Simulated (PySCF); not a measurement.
[VBr6]3-: V(III) (d2), charge -3. The structure is a PBE0-D3(BJ)/def2-SVP, IEF-PCM water geometry optimised for multiplicity 3; coordination octahedral, point group Oh, metal–donor distances 2.59 Å.

```
7

V     0.0000    0.0000    0.0000
Br    0.0000    0.0000    2.5882
Br    0.0000    0.0000   -2.5882
Br    2.5882    0.0000    0.0000
Br   -2.5882    0.0000    0.0000
Br    0.0000    2.5882    0.0000
Br    0.0000   -2.5882    0.0000
```

Method (PySCF 2.14, density fitting): CASSCF(2,5) with orbitals averaged over all microstates of the shell, strongly contracted NEVPT2 on the averaged canonical orbitals; basis x2c-TZVPall on the metal, x2c-SVPall elsewhere; spin-free X2C; IEF-PCM water; spin-orbit coupling by state interaction with the mean-field operator over all roots.

(1) Which term lies lowest, and with what spin?

(2) List the excited states of the same spin.

(3) Which is the lowest state of another spin?

(4) What ligand-field parameters describe the result?

(5) What are the magnetic parameters?

No frequencies were computed for the optimised geometry. Charge-transfer states lie outside this active space and may come lower than some of these levels. The ground state is orbitally degenerate in this regular structure, which would distort (Jahn–Teller), so its moment is that of the undistorted model. NEVPT2 lifts 3T2g from 8589 to 10833 cm⁻¹; on the d shell alone it tends to overshoot states that fill the eg-type orbitals. NEVPT2 on the d shell alone tends to put d–d bands too high for such charged or covalently bound ions. The geometry optimisation stopped short of its thresholds.

The job took 93 s on one thread of Intel Xeon Platinum 8488C (shared host), with 240 basis functions and a peak of 1.2 GiB, launched as `OMP_NUM_THREADS=1 python lf_run.py task.json out`.

Answers

(1) 3T1g (S = 1, orbital degeneracy 3), with 1.9 electrons in the lower (t2g-type) set and 0.1 in the upper (eg-type) set, by NEVPT2.

(2) By NEVPT2: 3T2g at 10833 cm⁻¹ (923 nm); 3T1g at 20109 cm⁻¹ (497 nm); 3A2g at 22976 cm⁻¹ (435 nm). All are electric-dipole forbidden at this geometry.

(3) 1T2g at 11530 cm⁻¹ by NEVPT2; CASSCF alone puts it at 13499 cm⁻¹ above the same ground state.

(4) At CASSCF level (the NEVPT2 levels don't fit a ligand-field model well): orbital energies 0, 0, 0, 9337, 9337 cm⁻¹; 10Dq = 9337 cm⁻¹; B = 926 cm⁻¹; C = 3499 cm⁻¹; B over its free-ion value at the same level 0.852; rms of the fit 279 cm⁻¹; ζ = 134 cm⁻¹ (free ion 209).

(5) Degenerate or low-lying orbital states mix with the ground state, so no spin-only Hamiltonian applies. The lowest spin-orbit level is 2-fold; the next lies at 3.7 cm⁻¹. The two lowest states form a pseudo-doublet split by 0.000 cm⁻¹ with g_z = 0.00. μeff is 2.74 μB at 300 K and 0.96 μB at 10 K; the spin-only value is 2.83 μB.
